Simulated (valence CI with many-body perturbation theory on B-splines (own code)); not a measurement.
**E1 line list for Er35+**

Computed by valence CI with perturbative core correlation (CI+MBPT): five valence electrons over a frozen Dirac-Fock core [Ar] 3d10, a basis of 11 s, 11 p, 10 d, 8 f, 5 g, 2 h functions for each j, with the one-electron correlation potential Σ1 (screened to all orders), the two-electron term Σ2, the three-electron term Σ3, Breit, model QED; selected single and double excitations, second order for the rest, scaled by the run's own slope (own B-spline code, finite nucleus).

The last digits are not significant, and no measured levels were compared; by estimate large intervals hold to a few tenths of a per cent, small ones and those within an open d or f shell to about a per cent. Among the levels kept, up to 2100 cm⁻¹ of a level comes from second order outside the variational space, and about a tenth of that is noise between levels of different J, which matters for small intervals.

Lines 101 to 150 of 562 in falling wavelength, among levels below 421.51 eV, chosen from the strongest by gf and those to the six lowest levels. Wavelengths and rates use the calculated energies. Electric multipoles are in the length gauge, E1 and E2 with the static RPA response of the core. Weak lines are less certain than strong ones. Lines between different terms over intervals too small for the method are left out, as are lines whose strength nearly cancels. Where a level lies close to another of its J and parity, the split of strength between their lines is uncertain. The highest levels of a list are the least certain.

Levels are named by their leading jj configuration (3d3/2^4 stands for four electrons in 3d with j = 3/2), which in mixed levels can hold well under half, so a name can repeat and another be missing. Letters in brackets count levels of one name in rising energy.

| λ vac (nm) | Upper | Lower | A (s⁻¹) | S (a.u.) |
| --- | --- | --- | --- | --- |
| 8.376 | (4s 4p1/2 4p3/2^2 4d3/2) J=7/2 [c] | (4s^2 4p1/2 4p3/2 4d3/2) J=7/2 | 1.87e+10 | 4.35e-02 |
| 8.375 | (4s^2 4p3/2^2 4f5/2) J=9/2 | (4s^2 4p3/2^2 4d3/2) J=7/2 | 5.13e+10 | 1.49e-01 |
| 8.361 | (4s^2 4p1/2 4p3/2 4f7/2) J=9/2 [a] | (4s^2 4p1/2 4p3/2 4d5/2) J=7/2 [b] | 2.43e+10 | 7.02e-02 |
| 8.359 | (4s 4p1/2 4p3/2^2 4d3/2) J=3/2 [b] | (4s^2 4p1/2 4p3/2 4d3/2) J=3/2 [a] | 3.33e+10 | 3.84e-02 |
| 8.345 | (4s^2 4p3/2^2 4f5/2) J=7/2 | (4s^2 4p3/2^2 4d5/2) J=7/2 | 2.26e+10 | 5.18e-02 |
| 8.345 | (4s^2 4p1/2 4d3/2 4d5/2) J=9/2 | (4s^2 4p1/2 4p3/2 4d3/2) J=7/2 | 6.21e+10 | 1.78e-01 |
| 8.342 | (4s^2 4p3/2^2 4f5/2) J=5/2 | (4s^2 4p3/2^2 4d3/2) J=5/2 | 3.28e+10 | 5.65e-02 |
| 8.340 | (4s 4p1/2 4p3/2^2 4d3/2) J=7/2 [d] | (4s^2 4p1/2 4p3/2 4d3/2) J=7/2 | 1.23e+11 | 2.83e-01 |
| 8.325 | (4s 4p1/2 4p3/2^2 4d3/2) J=7/2 [b] | (4s^2 4p1/2 4p3/2 4d3/2) J=5/2 [a] | 4.80e+10 | 1.09e-01 |
| 8.324 | (4s 4p1/2 4p3/2^2 4d5/2) J=3/2 [d] | (4s^2 4p1/2 4p3/2 4d5/2) J=5/2 [b] | 3.82e+10 | 4.35e-02 |
| 8.320 | (4s^2 4p3/2^2 4f5/2) J=9/2 | (4s^2 4p3/2^2 4d5/2) J=9/2 | 1.65e+10 | 4.68e-02 |
| 8.308 | (4p1/2^2 4p3/2^2 4d3/2) J=7/2 | (4s 4p1/2^2 4p3/2 4d3/2) J=7/2 | 4.14e+10 | 9.39e-02 |
| 8.306 | (4s^2 4p3/2^2 4f5/2) J=7/2 | (4s^2 4p3/2^2 4d3/2) J=5/2 | 1.89e+10 | 4.27e-02 |
| 8.305 | (4s 4p1/2^2 4d3/2 4d5/2) J=5/2 | (4s 4p1/2^2 4p3/2 4d3/2) J=3/2 [a] | 5.51e+10 | 9.34e-02 |
| 8.301 | (4s^2 4p1/2 4p3/2 4d3/2) J=1/2 [b] | (4s^2 4p1/2 4p3/2^2) J=3/2 | 2.49e+10 | 1.41e-02 |
| 8.298 | (4s^2 4p1/2 4p3/2 4d3/2) J=5/2 [b] | (4s^2 4p1/2 4p3/2^2) J=3/2 | 2.97e+10 | 5.03e-02 |
| 8.293 | (4s 4p1/2^2 4d3/2 4d5/2) J=7/2 | (4s 4p1/2^2 4p3/2 4d3/2) J=5/2 [a] | 7.37e+10 | 1.66e-01 |
| 8.292 | (4s 4p1/2 4p3/2^2 4d5/2) J=7/2 [b] | (4s^2 4p1/2 4p3/2 4d5/2) J=7/2 [a] | 3.09e+10 | 6.95e-02 |
| 8.284 | (4s 4p1/2 4p3/2^2 4d3/2) J=1/2 [d] | (4s^2 4p1/2 4p3/2 4d3/2) J=3/2 [b] | 1.29e+11 | 7.24e-02 |
| 8.279 | (4s^2 4p1/2 4p3/2 4f5/2) J=3/2 [b] | (4s^2 4p1/2 4p3/2 4d5/2) J=5/2 [b] | 3.22e+10 | 3.60e-02 |
| 8.264 | (4s^2 4p1/2 4p3/2 4d5/2) J=3/2 [a] | (4s^2 4p1/2 4p3/2^2) J=5/2 | 3.28e+10 | 3.65e-02 |
| 8.258 | (4s^2 4p1/2 4p3/2 4d3/2) J=3/2 [b] | (4s^2 4p1/2 4p3/2^2) J=3/2 | 3.51e+08 | 3.91e-04 |
| 8.256 | (4s 4p1/2^2 4p3/2 4d3/2) J=5/2 [b] | (4s^2 4p1/2^2 4d3/2) J=3/2 | 5.52e+10 | 9.19e-02 |
| 8.254 | (4p1/2^2 4p3/2^2 4d3/2) J=3/2 | (4s 4p1/2^2 4p3/2 4d3/2) J=1/2 [a] | 3.48e+10 | 3.86e-02 |
| 8.254 | (4s^2 4p1/2 4p3/2 4f5/2) J=7/2 [b] | (4s^2 4p1/2 4p3/2 4d5/2) J=5/2 [b] | 2.02e+10 | 4.49e-02 |
| 8.250 | (4s 4p1/2 4p3/2^2 4d5/2) J=5/2 [e] | (4s^2 4p1/2 4p3/2 4d3/2) J=5/2 [b] | 5.14e+10 | 8.54e-02 |
| 8.243 | (4s 4p1/2 4p3/2^2 4d5/2) J=5/2 [c] | (4s^2 4p1/2 4p3/2 4d5/2) J=7/2 [a] | 5.24e+10 | 8.70e-02 |
| 8.241 | (4s 4p1/2 4p3/2^2 4d3/2) J=1/2 [d] | (4s^2 4p1/2 4p3/2 4d3/2) J=1/2 [b] | 5.61e+10 | 3.10e-02 |
| 8.235 | (4s 4p1/2 4p3/2^2 4d3/2) J=3/2 [c] | (4s^2 4p1/2 4p3/2 4d3/2) J=1/2 [a] | 4.27e+10 | 4.70e-02 |
| 8.229 | (4s 4p1/2^2 4p3/2 4d5/2) J=3/2 [a] | (4s 4p1/2^2 4p3/2^2) J=5/2 | 7.29e+10 | 8.02e-02 |
| 8.222 | (4s 4p1/2^2 4p3/2^2) J=1/2 | (4s^2 4p1/2^2 4p3/2) J=3/2 | 1.21e+11 | 6.66e-02 |
| 8.221 | (4s 4p1/2 4p3/2^2 4d3/2) J=3/2 [c] | (4s^2 4p1/2 4p3/2 4d3/2) J=5/2 [a] | 5.26e+10 | 5.78e-02 |
| 8.219 | (4s 4p1/2 4p3/2^2 4d3/2) J=3/2 [f] | (4s^2 4p1/2 4p3/2 4d3/2) J=5/2 [b] | 4.59e+10 | 5.03e-02 |
| 8.216 | (4s 4p1/2 4p3/2^2 4d3/2) J=3/2 [f] | (4s^2 4p1/2 4p3/2 4d3/2) J=1/2 [b] | 7.99e+10 | 8.75e-02 |
| 8.208 | (4s^2 4p3/2 4d3/2 4d5/2) J=5/2 [b] | (4s^2 4p3/2^2 4d3/2) J=7/2 | 1.13e+11 | 1.86e-01 |
| 8.208 | (4s 4p1/2^2 4d3/2 4d5/2) J=9/2 | (4s 4p1/2^2 4p3/2 4d3/2) J=7/2 | 5.00e+10 | 1.36e-01 |
| 8.197 | (4s^2 4p1/2 4p3/2 4f5/2) J=9/2 | (4s^2 4p1/2 4p3/2 4d5/2) J=7/2 [b] | 2.48e+10 | 6.75e-02 |
| 8.195 | (4s 4p1/2^2 4p3/2 4d5/2) J=3/2 [b] | (4s^2 4p1/2^2 4d5/2) J=5/2 | 1.57e+11 | 1.71e-01 |
| 8.187 | (4s 4p1/2^2 4p3/2 4d5/2) J=1/2 | (4s 4p1/2^2 4p3/2^2) J=1/2 | 1.69e+11 | 9.14e-02 |
| 8.185 | (4s^2 4p1/2 4p3/2 4f5/2) J=3/2 [b] | (4s^2 4p1/2 4p3/2 4d5/2) J=3/2 [b] | 3.24e+10 | 3.51e-02 |
| 8.175 | (4s 4p1/2 4p3/2^2 4d3/2) J=5/2 [c] | (4s^2 4p1/2 4p3/2 4d3/2) J=3/2 [a] | 8.83e+10 | 1.43e-01 |
| 8.169 | (4s^2 4p3/2 4d3/2 4d5/2) J=3/2 [b] | (4s^2 4p3/2^2 4d3/2) J=3/2 [b] | 1.00e+11 | 1.08e-01 |
| 8.158 | (4s 4p1/2^2 4p3/2 4d5/2) J=5/2 [a] | (4s 4p1/2^2 4p3/2^2) J=5/2 | 1.26e+11 | 2.03e-01 |
| 8.151 | (4s^2 4p1/2 4d3/2 4d5/2) J=5/2 | (4s^2 4p1/2 4p3/2 4d3/2) J=3/2 [b] | 4.23e+10 | 6.78e-02 |
| 8.149 | (4s 4p1/2 4p3/2^2 4d5/2) J=3/2 [e] | (4s^2 4p1/2 4p3/2 4d5/2) J=5/2 [b] | 3.56e+10 | 3.80e-02 |
| 8.149 | (4s^2 4p1/2 4p3/2 4d5/2) J=3/2 [b] | (4s^2 4p1/2 4p3/2^2) J=1/2 | 1.32e+10 | 1.41e-02 |
| 8.148 | (4s^2 4p1/2 4p3/2 4f5/2) J=5/2 [b] | (4s^2 4p1/2 4p3/2 4d5/2) J=5/2 [b] | 4.32e+10 | 6.91e-02 |
| 8.138 | (4s 4p1/2 4p3/2^2 4d5/2) J=7/2 [e] | (4s^2 4p1/2 4p3/2 4d5/2) J=9/2 | 2.81e+10 | 5.97e-02 |
| 8.131 | (4s^2 4p1/2 4p3/2 4f5/2) J=3/2 [a] | (4s^2 4p1/2 4p3/2 4d5/2) J=3/2 [a] | 7.24e+10 | 7.69e-02 |
| 8.127 | (4s 4p1/2 4p3/2^2 4d5/2) J=5/2 [h] | (4s^2 4p1/2 4p3/2 4d5/2) J=7/2 [b] | 3.37e+10 | 5.35e-02 |
